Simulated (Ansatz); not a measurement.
Cost and result for the atomization energy of `[AlH2][SnH2][SiH3]` (10 atoms, 9 bonds).

Z-matrix (Å, degrees):
```
Sn
Si 1 2.564
Al 1 2.660 2 114.4
H 1 1.715 2 107.8 3 -123.4
H 1 1.715 2 107.8 3 123.5
H 2 1.488 1 111.6 3 179.8
H 2 1.488 1 110.0 3 -59.7
H 2 1.488 1 110.0 3 59.4
H 3 1.588 1 120.5 2 179.2
H 3 1.588 1 120.4 2 -0.8
```

Charge 0, multiplicity 1. Correlated methods include outer-core shells of Sn, which these sets cover unevenly. Sn: def2 effective core potential. The geometry is a stationary point of PBE0-D4/def2-TZVP. Program: Ansatz. All runs use 2 threads of an Arm Neoverse V1 on a shared host. Times are those of one run each, without the atoms' runs, and a repeat can differ threefold. Electronic energies, without spin–orbit coupling; frozen cores. CCSD(T)/CBS adds CCSD(T) − MP2 in def2-TZVPP to the MP2 limit, and its time is that of the two runs behind it. T1 = 0.013. With those shells the extrapolation isn't a true limit. B3LYP takes the VWN-RPA correlation (the form of Gaussian; ORCA's B3LYP/G).

CCSD(T)/CBS is a level of theory with its own doubt, some kJ/mol a heavy atom from the limit and from the frozen cores, so smaller differences don't rank the functionals.

```json
{"level": "BLYP-D4/def2-TZVPP", "functions": "232", "wall time": "3.5 s"}
{"level": "PBE-D4/def2-TZVPP (with forces)", "functions": "232", "wall time": "3.9 s"}
{"level": "PBE0-D4/def2-TZVPP", "functions": "232", "wall time": "4.4 s"}
{"level": "CCSD(T)/def2-SVP", "functions": "97", "wall time": "6 s"}
{"level": "r2SCAN-D4/def2-TZVPP (with forces)", "functions": "232", "wall time": "8 s"}
{"level": "B3LYP-D4/def2-TZVPP (with forces)", "functions": "232", "wall time": "8 s"}
{"level": "B2PLYP/def2-TZVPP", "functions": "232", "wall time": "8.5 s"}
{"level": "PBE-QIDH/def2-TZVPP", "functions": "232", "wall time": "9 s"}
{"level": "ωB97X-V/def2-TZVPP", "functions": "232", "wall time": "15 s"}
{"level": "ωB97M-V/def2-TZVPP (with forces)", "functions": "232", "wall time": "20 s"}
{"level": "MP2/def2-QZVPP", "functions": "432", "wall time": "28 s"}
{"level": "CCSD(T)/def2-TZVPP", "functions": "232", "wall time": "2.5 min"}
{"level": "CCSD(T)/CBS(def2)", "functions": "–", "wall time": "3 min"}
```

Task: What atomization energy does each give, and how far from CCSD(T)/CBS? (Best estimate.)

Result: Ansatz gave: 
| level | atomization (kJ/mol) | difference from CCSD(T)/CBS | per bond |
| --- | --- | --- | --- |
| BLYP-D4/def2-TZVPP | 2414.4 | -76.4 | -8.5 |
| PBE-D4/def2-TZVPP (with forces) | 2408.9 | -81.9 | -9.1 |
| PBE0-D4/def2-TZVPP | 2418.9 | -71.9 | -8.0 |
| CCSD(T)/def2-SVP | 2307.9 | -182.9 | -20.3 |
| r2SCAN-D4/def2-TZVPP (with forces) | 2462.5 | -28.3 | -3.1 |
| B3LYP-D4/def2-TZVPP (with forces) | 2457.6 | -33.2 | -3.7 |
| B2PLYP/def2-TZVPP | 2417.4 | -73.4 | -8.2 |
| PBE-QIDH/def2-TZVPP | 2423.6 | -67.2 | -7.5 |
| ωB97X-V/def2-TZVPP | 2501.0 | 10.2 | 1.1 |
| ωB97M-V/def2-TZVPP (with forces) | 2463.1 | -27.7 | -3.1 |
| MP2/def2-QZVPP | 2399.9 | -90.9 | -10.1 |
| CCSD(T)/def2-TZVPP | 2426.0 | -64.8 | -7.2 |
| CCSD(T)/CBS(def2) | 2490.8 | 0.0 | 0.0 |

Leaving LDA and LC-ωPBE aside and taking each functional with its dispersion term where it has one, the values, not all of them listed here, spread over 145.6 kJ/mol, from revPBE-D4 to B97M-V. LDA lies +317.4 kJ/mol from PBE without D4, its usual overbinding. From PBE to PBE0 (25 % exact exchange), in def2-TZVPP and without D4, the atomization energy moves by +12.6 kJ/mol. The D4 term adds +32.6 kJ/mol with B3LYP and +17.4 kJ/mol with PBE0; it sums over pairs of atoms, weighted by their polarisabilities, and B3LYP, whose exchange is more repulsive, gets the larger term.

Spin–orbit coupling would lower the free Sn atoms strongly, and the atomization energy with them, by more than many differences here. For some Ge, Se and Sn compounds the MP2-based and the directly extrapolated limit differ by 10 to 25 kJ/mol.
